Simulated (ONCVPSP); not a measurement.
**Transferability test, ONCV potential for gallium**

| Property | Result |
| --- | --- |
| Element | Ga (Z = 31) |
| Generator | ONCVPSP 4.0.1 |
| Type | optimised norm-conserving Vanderbilt (ONCV) |
| Functional | PBE |
| Relativity | fully relativistic |
| Frozen core | [Ar] 3d10 |
| Valence charge | 3 |
| Reference configuration | 4s2 4p1 |
| Partial waves | 4s: rc 1.50 bohr, ncon 3, nbas 7, qcut 4.4 1/bohr, 2 projectors, debl 2.3 Ha; 4p: rc 2.80 bohr, ncon 4, nbas 7, qcut 3.3 1/bohr, 3 projectors, debl 3.9 Ha; d scattering state at 0.21 Ha: rc 2.15 bohr, ncon 4, nbas 9, qcut 3.7 1/bohr, 2 projectors, debl 1.6 Ha |
| Local potential | polynomial inside 1.25 bohr (lpopt 5, dvloc0 3 Ha) |
| Core correction | Teter function fitted to the true core (icmod 2), fcfact 0.6 |

Open shells are filled in proportion to 2j + 1.

Energies are relative to the spin-unpolarised reference configuration 4s2 4p1; without spin polarisation the order of configurations can differ from experiment.

```json
{"valence configuration": "4s1 4p0", "charge": "+2", "ΔE all-electron (eV)": "26.818", "error AE − PS (meV)": "-139"}
{"valence configuration": "4s2 4p0.5", "charge": "+0.5", "ΔE all-electron (eV)": "2.031", "error AE − PS (meV)": "+0.8"}
```

Question: What are ΔE and the potential's error for 4s2 4p0?

Answer: ΔE = 5.690 eV all-electron; the error (AE − PS) is -0.7 meV.

Question: What are ΔE and the potential's error for 4s0 4p3?

Answer: ΔE = 13.367 eV all-electron; the error (AE − PS) is -25 meV.

Levels in the configuration 4s1 4p0:

```csv
level,all-electron (eV),pseudo (eV)
4s j=1/2,-26.067,-26.318
```

Note: ghosts flagged at negative energy: d3/2 at -218.9 eV; GHOST(+) flagged for d5/2 at 10.1 eV, s at 100.3 eV, p3/2 at 287.2 eV, p1/2 at 287.7 eV, d3/2 at 427.7 eV. A true bound ghost makes a file unfit for plane-wave use.
